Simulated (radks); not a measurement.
The numbers below are computed, except where a source is named.
Species: C3+. Configuration: [He] 2s1 (the NIST ground configuration).

Level of theory: Dirac Kohn-Sham, PBE, spin-unpolarised, spherical densities, point nucleus (a radial shooting solver on a logarithmic mesh with Libxc functionals).

Energy parts (eV):
total: -944.422
kinetic: 943.652
electron-nucleus: -2035.606
Hartree: 253.854
exchange-correlation: -106.321

Orbitals (lengths in bohr, moments of r in powers of bohr; r(90%) holds 90 % of the orbital's charge):
orbital,occ.,eigenvalue (eV),r(90%),<r^4>,small-component weight
1s1/2,2,-331.8799,0.483,0.02525,4.27e-04
2s1/2,1,-56.1054,1.97,6.305,6.81e-05

The highest occupied level is 2s1/2 at -56.105 eV. For comparison, the ionisation energy in NIST's Atomic Spectra Database is 64.494 eV (measured). In exact Kohn-Sham theory the highest level is minus the ionisation energy, but local and semilocal functionals leave it too shallow, through self-interaction and a potential that decays too fast; potentials with the right tail come closer. The density falls to 0.001 e/bohr^3 at r = 2.46 bohr. Summed over all electrons, <r^2> = 2.123 bohr^2, which gives a Langevin (diamagnetic) susceptibility term of -1.68 x 10^-6 cm^3/mol.

Beside tabulated values, note that spin-unpolarised runs miss the spin-polarisation part of the exchange energy of open shells.
